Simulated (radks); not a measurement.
Ho34+, configuration [Ar] 3d10 4s2 4p3. All-electron calculation, scalar-relativistic Kohn-Sham, BLYP, spin-polarised, spherical densities, finite nucleus; open shells are filled with parallel spins first (spin-orbit coupling, left out, can overturn this in heavy ions); Fermi nuclear charge, rms radius 5.2022 fm. Program: a radial shooting solver on a logarithmic mesh with Libxc functionals.

Normalised radial functions P(r) = r R(r), r in bohr:

r,3d up
0.001208,0.0000
0.001535,0.0001
0.001967,0.0001
0.002501,0.0003
0.003179,0.0006
0.004042,0.0011
0.005138,0.0020
0.006531,0.0039
0.00837,0.0077
0.01064,0.0146
0.01353,0.0275
0.0172,0.0509
0.02186,0.0928
0.02779,0.1652
0.03561,0.2903
0.04527,0.4819
0.05755,0.7623
0.07316,1.1358
0.093,1.5724
0.1182,1.9893
0.1503,2.2551
0.1926,2.2289
0.2448,1.8641
0.3113,1.2736
0.3957,0.6776
0.503,0.2630
0.6395,0.0681
0.8195,0.0098
1.042,0.0008
1.324,0.0000

3d up: eigenvalue -2665.3 eV, 0 radial nodes, <r> = 0.203 bohr, 90 % of the charge inside 0.315 bohr.
